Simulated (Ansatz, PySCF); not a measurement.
Complex: N2 (SMILES N#N) (first 2 atoms) with GeH4 (SMILES [GeH4]); geometry from B3LYP-D3(BJ)/def2-TZVP, rigid monomers moved along the line of their centres of mass till N2···Ge3 is 4.14 Å.
(charge 0, multiplicity 1):
```xyz
7

N     -0.214    -0.077    -1.113
N     -0.500     0.378    -0.163
Ge     0.209    -0.087     3.890
H      0.587    -0.409     5.344
H     -0.472    -1.310     3.259
H      1.478     0.256     3.098
H     -0.754     1.108     3.862
```

Counterpoise-corrected where a basis set is named; no monomer relaxation.

Correlated levels freeze the cores. Filled d and f shells under p-block atoms count as core. CBS(a, b) extrapolates the correlation energy as X⁻³ and adds the Hartree–Fock energy of set b.

Codes used: Ansatz (Gaussian orbitals); PySCF for the dispersion terms. 

PBE/def2-TZVPPD gives -0.22 kcal/mol for the interaction energy.

Task: Predict the shift from PBE, with its sign, for: PBE-D3(BJ)/def2-TZVPPD, r2SCAN/def2-TZVPPD, B3LYP/def2-TZVPPD, wB97M-V/def2-TZVPPD, MP2/CBS(aug-cc-pVDZ, aug-cc-pVTZ), CCSD(T)/CBS(aug-cc-pVDZ, aug-cc-pVTZ).

Result: PBE-D3(BJ)/def2-TZVPPD -0.36; r2SCAN/def2-TZVPPD 0.03; B3LYP/def2-TZVPPD 0.33; wB97M-V/def2-TZVPPD -0.19; MP2/CBS(aug-cc-pVDZ, aug-cc-pVTZ) -0.24; CCSD(T)/CBS(aug-cc-pVDZ, aug-cc-pVTZ) -0.21 kcal/mol. 2 of 6 lie above PBE; the widest gap is to PBE-D3(BJ)/def2-TZVPPD.

Ansatz is an electronic-structure program.
